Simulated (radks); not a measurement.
Values are calculated unless marked as measured or tabulated.
Question: The mean radii <r> (bohr) of the occupied orbitals of an atom or ion are listed with their occupations. Level of theory: Dirac Kohn-Sham, BLYP, spin-unpolarised, spherical densities, finite nucleus; Fermi nuclear charge, rms radius of each element as measured or else 0.836 A^(1/3) + 0.57 fm (a radial shooting solver on a logarithmic mesh with Libxc functionals).

orbital  occ.      <r>
1s1/2       2  0.02001
2s1/2       2  0.08430
2p1/2       2  0.07007
2p3/2       4  0.07746
3s1/2       2   0.2205
3p1/2       2   0.2103
3p3/2       4   0.2241
3d3/2       4   0.1973
3d5/2       6   0.2016
4s1/2       2   0.4978
4p1/2       2   0.5062
4p3/2       4   0.5382
4d3/2       4   0.5652
4d5/2       6   0.5766
5s1/2       2    1.231
5p1/2       2    1.393
5p3/2       4    1.509
4f5/2       6   0.7959
6s1/2       1    3.569
4f7/2       7   0.8187

Name the element and its charge. Open shells, if any, fill j = l - 1/2 first.

Answer: Z = 69, thulium, charge +1: Tm+ in [Xe] 4f13 6s1. The 1s radius gives Z: for a bare nucleus <r> = (2 gamma + 1)/(2Z) with gamma = sqrt(1 - (Z/c)^2), 0.01977 bohr for Z = 69, and screening makes it slightly larger (0.02001 here). The occupations add up to 68, and the charge is Z minus that.
